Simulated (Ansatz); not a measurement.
`C[Si](C)(Cl)Cl`, charge 0, multiplicity 1.

**Question.** Give a relaxed structure at PBE0-D4/def2-TZVP (Ansatz). (Estimate.)

**Answer.** The calculation gave: 
Cartesian coordinates in Å:
```
C -1.042 -1.210 0.132
Si 0.385 -0.084 0.479
C 0.569 1.313 -0.721
Cl 0.159 0.699 2.369
Cl 2.117 -1.195 0.464
H -0.935 -1.663 -0.857
H -1.090 -2.007 0.875
H -1.981 -0.652 0.161
H 0.719 0.927 -1.732
H 1.426 1.934 -0.456
H -0.327 1.939 -0.714
```
Point group C2v.
This is one stationary point; other conformers may exist.
